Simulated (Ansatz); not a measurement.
Geometry optimisation, Ansatz, RKS PBE-D4/def2-SVP.

Input file:

```yaml
crystal:
  periodic: [false, false, false]
  atoms:
    - { symbol: Al, position_ang: [-0.846376, 0.86654, 0.322266] }
    - { symbol: H, position_ang: [-1.772013, -0.241373, -0.231345] }
    - { symbol: C, position_ang: [0.727274, 1.522634, -0.634416] }
    - { symbol: O, position_ang: [-1.129524, 1.506009, 1.897905] }
    - { symbol: H, position_ang: [-0.35809, -1.539705, -0.035577] }
    - { symbol: As, position_ang: [0.891835, -2.389909, 0.151128] }
    - { symbol: H, position_ang: [0.438764, 1.93887, -1.623581] }
    - { symbol: H, position_ang: [1.476221, 0.726061, -0.834827] }
    - { symbol: H, position_ang: [1.234842, 2.326068, -0.062481] }
    - { symbol: H, position_ang: [-1.914452, 1.284559, 2.419836] }
    - { symbol: H, position_ang: [0.068474, -3.682538, -0.013486] }
    - { symbol: H, position_ang: [1.183144, -2.317018, -1.355222] }
basis:
  gaussian: { orbitals: def2-SVP }
hamiltonian:
  xc: pbe
  dispersion: d4
relax:
  f_tol: 0.03
  max_steps: 50
output:
  orbitals: {}
```

Launched with:

```bash
$ ansatz run input.yaml --threads 2 --pin off --max-ram 3072MiB --backend cpu --events-out ev --progress --plain --runs-dir out
```

**Question.** Where does it end, and by what steps?

**Answer.** It converged. After 19 steps the energy has fallen by 0.153 eV; H9 moved furthest, 0.95 Å.

```csv
step,energy less start (eV),largest force component (eV/Å),accepted
0,0.0000,0.732,yes
1,-0.0801,0.158,yes
2,-0.1015,0.167,yes
3,-0.1118,0.155,yes
4,-0.1201,0.169,yes
5,-0.1250,0.099,yes
6,-0.1277,0.046,yes
7,-0.1298,0.037,yes
8,-0.1315,0.205,yes
9,-0.1368,0.097,yes
10,-0.1408,0.067,yes
11,-0.1406,0.274,no
12,-0.1433,0.066,yes
13,-0.1470,0.120,yes
14,-0.1485,0.104,yes
15,-0.1508,0.060,yes
16,-0.1501,0.175,no
17,-0.1520,0.041,yes
18,-0.1527,0.047,yes
19,-0.1530,0.028,yes
```

```xyz
12
Properties=species:S:1:pos:R:3
Al -0.906 0.779 0.151
H -2.207 0.216 -0.607
C 0.713 1.425 -0.740
O -1.003 1.066 1.856
H -0.435 -1.435 -0.086
As 0.939 -2.000 0.388
H 0.556 2.471 -1.087
H 0.982 0.829 -1.638
H 1.583 1.437 -0.050
H -1.813 0.887 2.358
H 0.287 -3.389 0.536
H 1.304 -2.286 -1.081
```

Whether the end is a true minimum wasn't checked by a vibrational analysis.

Time of the run: 43 s on 2 threads of Arm Neoverse V2, on a shared host, peak memory 0.15 GiB.
